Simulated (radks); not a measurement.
These are the eigenvalues of the occupied orbitals of an atom or ion with whole-number occupations (eV). Calculated with a radial shooting solver on a logarithmic mesh with Libxc functionals: Dirac Kohn-Sham, LDA (Slater exchange, Perdew-Wang correlation), spin-unpolarised, spherical densities, finite nucleus; Fermi nuclear charge, rms radius of each element as measured or else 0.836 A^(1/3) + 0.57 fm.

orbital  eigenvalue
1s1/2     -43336.05
2s1/2     -7026.492
2p1/2     -6651.902
2p3/2     -6132.538
3s1/2     -1542.367
3p1/2     -1381.953
3p3/2     -1278.346
3d3/2     -997.7345
3d5/2     -975.3197
4s1/2     -324.4411
4p1/2     -263.8328
4p3/2     -241.0934
4d3/2     -141.1762
4d5/2     -137.1373
5s1/2      -59.4973
5p1/2      -42.6035
5p3/2      -39.2076
4f5/2      -23.1886
4f7/2      -22.7261
6s1/2      -15.6490

Which element is it, and in what charge state? The configuration may be excited. Open shells, if any, are shared by 2j + 1.

Answer. Z = 60, neodymium, charge +2: Nd2+ in [Xe] 4f3 6s1. The list shows which subshells hold electrons but not how many an open one holds; the 1s level, -1592.6 hartree, gives Z - s = 56.4 by -(Z - s)^2/2, which with screening and relativity narrows Z to a few neighbours, and the depths of the outer levels then fix element, charge and occupations together.
